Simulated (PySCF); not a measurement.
HBrGeS, singlet, geometry from GFN2-xTB. Base run: PBE0/6-31G (PySCF).

The PySCF input:
```python
from pyscf import gto, scf, dft, solvent

mol = gto.Mole()
mol.atom = '''
    Ge    0.17820493   -0.97952960    0.10829729
    Br    0.81806829    1.27700871    0.09018701
    S    -2.00414445   -0.70869642   -0.39150633
    H    -2.26863656   -2.01121513   -0.35795711
'''
mol.basis = '6-31g'
mol.verbose = 4
mol.build()

mf = dft.RKS(mol)
mf.xc = 'pbe0'
mf.kernel()
mf.analyze()
```

The base run was repeated with changes; each row names its change, and settings that it needs were set with it.

```
change                                                       ΔE vs base (kcal/mol)  dipole (D)  HOMO-LUMO gap (eV)
-----------------------------------------------------------  ---------------------  ----------  ------------------
base                                                                         0.000        3.41                4.43
model = IEF-PCM; solvent = acetonitrile                                      -5.73        4.80                4.62
model = IEF-PCM; solvent = acetonitrile; vdw_scale = 1.0                    -11.08        5.38                4.77
model = IEF-PCM; solvent = tetrahydrofuran                                   -4.67        4.53                4.59
model = C-PCM; solvent = acetonitrile                                        -5.83        4.82                4.62
model = COSMO; solvent = acetonitrile                                        -5.73        4.79                4.62
model = IEF-PCM; solvent = acetonitrile; r_probe = 0.5                       -2.74        4.23                4.53
model = IEF-PCM; solvent = acetonitrile; lebedev_order = 41                  -5.75        4.80                4.62
model = IEF-PCM; solvent = acetonitrile; vdw_scale = 1.4                     -3.34        4.36                4.54
model = IEF-PCM; solvent = acetonitrile; vdw_scale = 1.1                     -7.84        5.08                4.68
model = IEF-PCM; solvent = chloroform                                        -4.00        4.37                4.56
model = SS(V)PE; solvent = acetonitrile                                      -5.68        4.78                4.62
```

The base is the gas phase, so ΔE is the electrostatic part of solvation at a fixed geometry, without cavity and dispersion terms.
